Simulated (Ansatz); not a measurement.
Program: Ansatz. Geometries: PBE0-D4/def2-TZVP. ΔE: electronic, gas phase. CBS: MP2 limit from def2 TZ/QZ plus the TZ coupled-cluster correction, frozen cores. Functionals use def2-TZVPP. B3LYP here is the variant with VWN-RPA as its local correlation; programs differ in this. For Ge outer-core shells are correlated without core-valence functions, which leaves a few kJ/mol of doubt a bond. Scalar relativity is left out up to krypton. One conformer a species, not always the lowest.

`N[Si@@H](F)O[Si@@H](N)F` + `[NH2][GeH3]` → `N[SiH2]F` + `[NH2][GeH2][O][SiH](N)F`  (redistribution)

Problem. Is it downhill or uphill in electronic energy at CCSD(T)/CBS, and by how much? (An estimate is asked.)

Solution. The calculation gave: Uphill: ΔE = +68.3 kJ/mol.

Problem. What do these levels give: B3LYP-D4, ωB97X-V, ωB97M-V, B2PLYP, r2SCAN, B3LYP, CCSD/def2-TZVPP, CCSD(T)/def2-TZVPP, MP2/def2-QZVPP, SCS-MP2/def2-QZVPP, HF/CBS(def2), CCSD/CBS(def2)? (Estimate.)

Solution. The calculation gave: B3LYP-D4 68.6, ωB97X-V 64.9, ωB97M-V 67.7, B2PLYP 68.2, r2SCAN 69.4, B3LYP 71.8, CCSD/def2-TZVPP 67.7, CCSD(T)/def2-TZVPP 64.3, MP2/def2-QZVPP 65.8, SCS-MP2/def2-QZVPP 65.7, HF/CBS(def2) 80.5, CCSD/CBS(def2) 71.6 kJ/mol.

Largest T1 diagnostic among the species: 0.012.

From PBE to PBE0 (25 % exact exchange), in def2-TZVPP and without D4, ΔE moves by +5.5 kJ/mol. In def2-TZVPP, CCSD(T) changes the Hartree–Fock value by −13.7 kJ/mol (the triples alone add −3.3 kJ/mol) and MP2 by −15.2 kJ/mol.
